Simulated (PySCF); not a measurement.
Geometries of 2 isomers of C5H6F2O, from PBE0-D3(BJ)/def2-SVP geometry optimisation, gas phase in PySCF 2.14.0. One conformer each, no zero-point energy, no frequencies.

Question: Which isomer lies lower at this level?
A.
```xyz
14
angstrom
F      2.242   -1.569    0.192
C      1.866   -0.343   -0.281
C      0.409   -0.124   -0.103
C     -0.484   -0.920    0.485
C     -1.817   -0.247    0.475
O     -1.612    0.948   -0.256
C     -0.275    1.159   -0.484
F      0.214    2.180    0.312
H      2.425    0.443    0.258
H      2.140   -0.271   -1.351
H     -0.282   -1.895    0.929
H     -2.597   -0.840   -0.032
H     -2.179   -0.027    1.497
H     -0.123    1.498   -1.525
```
B.
```xyz
14
angstrom
C     -1.694    0.335    0.687
C     -0.332    0.571    0.097
C      0.026    0.061   -1.264
C      0.605   -0.606   -0.049
F      0.129   -1.825    0.277
C      2.040   -0.467    0.286
O      2.748   -1.265    0.791
F      2.489    0.751   -0.066
H     -2.098   -0.639    0.379
H     -2.394    1.119    0.358
H     -1.656    0.352    1.786
H      0.162    1.501    0.395
H      0.692    0.646   -1.902
H     -0.721   -0.545   -1.783
```

Answer: B. That is `C[C@@H]1C[C@@]1(F)C(=O)F`, 11.2 kcal/mol below the other.

| SMILES | atoms numbered as above | E (Eh) | relative (kcal/mol) | relative (kJ/mol) | dipole (D) |
| --- | --- | --- | --- | --- | --- |
| C[C@@H]1C[C@@]1(F)C(=O)F | [CH3:1][C@@H:2]1[CH2:3][C@@:4]1([F:5])[C:6](=[O:7])[F:8] | -468.19747 | 0.0 | 0.0 | 3.58 |
| FCC1=CCO[C@H]1F | [F:1][CH2:2][C:3]1=[CH:4][CH2:5][O:6][C@H:7]1[F:8] | -468.17969 | 11.2 | 46.7 | 1.39 |

As drawn, the lower has a three-membered ring and a C=O bond, which the higher lacks; the higher has a C=C bond outside aromatic rings, which the lower lacks.
